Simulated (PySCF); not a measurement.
## Correlation energy of Cd (cadmium, neutral)

[Kr] 4d10 5s1 6s1, high-spin 3S determinant (an excited configuration). Calculation: PySCF 2.14, in x2c-TZVPPall with one added diffuse shell each of s, p, d, f type (9s7p7d3f1g, 95 functions); scalar relativity by spin-free X2C-1e. Frozen: [Ar] 3d10; 20 electrons correlated.

MP2 pair energies summed by pair of shells (mhartree):

| pair | energy | share (%) |
| --- | --- | --- |
| 4d-4d | -351.73 | 52.1 |
| 4p-4d | -164.98 | 24.4 |
| 4p-4p | -44.46 | 6.6 |
| 4d-5s | -42.84 | 6.3 |
| 4s-4d | -34.13 | 5.1 |
| 4s-4p | -21.50 | 3.2 |
| 4p-5s | -4.45 | 0.7 |
| 4d-6s | -3.96 | 0.6 |
| 4s-4s | -3.91 | 0.6 |
| 5s-6s | -2.05 | 0.3 |
| 4s-5s | -0.44 | 0.1 |
| 4p-6s | -0.36 | 0.1 |
| 4s-6s | -0.04 | 0.0 |

Total MP2 correlation energy: -674.85 mhartree.

Same-spin part -229.12 and opposite-spin part -445.73 mhartree; SCS-MP2 scales them by 1/3 and 6/5 to -611.24 mhartree.

This basis was not built for core-valence correlation, so the inner-shell part is incomplete.
